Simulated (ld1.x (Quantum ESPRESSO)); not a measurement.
**What one change does to a pseudopotential (Sn (Z = 50), TM)**

```json
{
 "Element": "tin (Sn)",
 "Generator": "ld1.x (Quantum ESPRESSO) 7.5",
 "Type": "norm-conserving Troullier–Martins (Kleinman–Bylander form)",
 "Functional": "PBEsol",
 "Relativity": "scalar-relativistic",
 "Frozen core": "[Kr] 4d10",
 "Valence charge": "4",
 "Reference configuration": "5s2 5p2",
 "Partial waves": "5s (bound): rc 1.55 bohr; 5p (bound): rc 2.55 bohr; 5d channel at -0.1 Ry: rc 2.45 bohr",
 "Local potential": "the d channel",
 "Core correction": "Bessel-smoothed model core inside 1.50 bohr"
}
```

Change: all radii but the core radius scaled by about 1.23 (s 1.90, p 3.14, d 3.02 bohr).

Cutoffs: the cutoffs (Ry, on a coarse ladder) from which the occupation-weighted sum of valence levels, in a spherical-Bessel basis at the reference potential, stays within 10 and 1 mRy of its value at 400 Ry; they do not see the model core or the augmentation charge, which bear on the density cutoff. Errors are all-electron minus pseudo energies relative to the spin-unpolarised reference configuration.

Task: What does the change do?

Result: The potential gets softer (35 Ry and 100 Ry → 18 Ry and 30 Ry); both files keep a bound ghost (p, s); of the 7 tests that both files solve, the error grows in 6 and shrinks in 0 by more than 15 % and 0.3 meV (median size 60.0 → 109.3 meV). A larger radius leaves more room for a smooth pseudo-wave, so fewer plane waves are needed. More of the atom is replaced by a form fitted at one configuration, so other configurations suffer.

| quantity | base | changed |
| --- | --- | --- |
| cutoff, loose | 35 Ry | 18 Ry |
| cutoff, tight | 100 Ry | 30 Ry |
| loose cutoff by channel (10 mRy a level) | s 30 Ry, p 10 Ry | s 10 Ry, p 6 Ry |
| bound ghosts | s, p | s, p |
| error for 5s2 5p1, meV [ΔE 6.90 eV] | -12 | -39 |
| error for 5s2 5p0, meV [ΔE 20.87 eV] | -72 | -147 |
| error for 5s1 5p0, meV [ΔE 51.88 eV] | -379 | -546 |
| error for 5s1 5p2, meV [ΔE 14.58 eV] | -60 | -133 |
| error for 5s2 5p2.3, meV [ΔE -0.85 eV] | -0.1 | -1.9 |
| error for 5s2 5p1.5, meV [ΔE 2.63 eV] | -2.4 | -9.1 |
| error for 5s0 5p4, meV [ΔE 14.25 eV] | -101 | -109 |

 A true bound ghost makes a file unfit for plane-wave use even where its test errors are small: the radial tests pick states by their node count and pass the ghost by.
